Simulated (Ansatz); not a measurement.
ClGe (SMILES [Cl][Ge]), doublet, at a GFN2-xTB geometry. Base run: Ansatz (a first-principles code) with B3LYP/def2-SV(P).

Ansatz was given this input:
Ansatz 0.2 input:
```yaml
crystal:
  periodic: [false, false, false]
  atoms:
    - {symbol: Ge, position_ang: [-0.00000000, -0.00000000, -0.74753997]}
    - {symbol: Cl, position_ang: [0.00000000, 0.00000000, 1.40713406]}
basis:
  gaussian:
    orbitals: def2-SV_P_.json
hamiltonian:
  xc: b3lyp
magnetization: {spin_polarized: true, initial_magnetization: 1}
```
The basis file holds def2-SV(P) in the JSON format of the Basis Set Exchange.

Each row names what was changed in the base input (with any setting that the change needs).

| change | basis functions | E (Eh) |
|---|---|---|
| base | 50 | -2536.85667 |
| basis = STO-3G | 27 | -2508.16059 |
| basis = pc-1 | 45 | -2537.19801 |
| basis = def2-SVP | 50 | -2536.85667 |
| basis = cc-pV(D+d)Z | 50 | -2537.24054 |
| basis = aug-pcseg-1 | 63 | -2537.02331 |
| basis = aug-cc-pVDZ | 63 | ___ |
| basis = cc-pVTZ | 77 | -2537.32722 |
| basis = cc-pV(T+d)Z | ___ | ___ |
| basis = aug-cc-pVTZ | ___ | ___ |
| basis = cc-pVQZ | ___ | ___ |
| basis = def2-QZVP | 145 | -2537.34274 |
| basis = def2-QZVPP | 159 | -2537.34287 |

### Question
Some entries are withheld; supply them.

### Answer

- basis = aug-cc-pVDZ, E (Eh): -2537.24459
- basis = cc-pV(T+d)Z, basis functions: 82
- basis = cc-pV(T+d)Z, E (Eh): -2537.32780
- basis = aug-cc-pVTZ, basis functions: 109
- basis = aug-cc-pVTZ, E (Eh): -2537.32832
- basis = cc-pVQZ, basis functions: 127
- basis = cc-pVQZ, E (Eh): -2537.33453

Totals compare only among sets that treat the same electrons; sets with core potentials leave the core out.
